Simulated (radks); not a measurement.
Results of a calculation; reference values are marked as such.
Question: Dy, configuration [Xe] 4f10 6s2 (the NIST ground configuration). Level of theory: Dirac Kohn-Sham, PBE, spin-unpolarised, spherical densities, finite nucleus; open shells are shared between the two j in proportion to 2j + 1; Fermi nuclear charge, rms radius 5.2218 fm (a radial shooting solver on a logarithmic mesh with Libxc functionals). Some entries of the table are withheld. Estimate them.

orbital,occ.,eigenvalue (eV),r(max) (bohr),<r> (bohr)
1s1/2,2,-53590.62,0.01337,0.02112
2s1/2,2,-8919.589,0.07621,0.08922
2p1/2,2,-8483.745,(1),0.07438
2p3/2,4,-7683.544,(2),0.08143
3s1/2,2,-1985.382,0.2157,0.2341
3p1/2,2,-1795.095,0.2031,0.2238
3p3/2,4,-1628.913,0.2157,0.2371
3d3/2,4,(3),0.1709,0.2096
3d5/2,6,(4),0.1744,0.2138
4s1/2,2,-392.6766,0.4945,0.5299
4p1/2,2,-317.5862,0.4977,0.5404
4p3/2,4,-280.4522,0.5246,0.5709
4d3/2,4,-156.7706,0.5298,0.6035
4d5/2,6,-150.0463,0.5385,0.6144
5s1/2,2,-48.8219,1.159,1.302
5p1/2,2,-28.6669,1.267,1.473
5p3/2,4,-23.9899,1.351,1.581
6s1/2,2,-3.7475,3.471,4.115
4f5/2,4.28571,(5),0.5362,0.8699
4f7/2,5.71429,(6),0.5415,0.8931

Answer: 
(1) 2p1/2 r(max) (bohr): 0.05740
(2) 2p3/2 r(max) (bohr): 0.06342
(3) 3d3/2 eigenvalue (eV): -1301.636
(4) 3d5/2 eigenvalue (eV): -1265.347
(5) 4f5/2 eigenvalue (eV): -3.6013
(6) 4f7/2 eigenvalue (eV): -2.7243
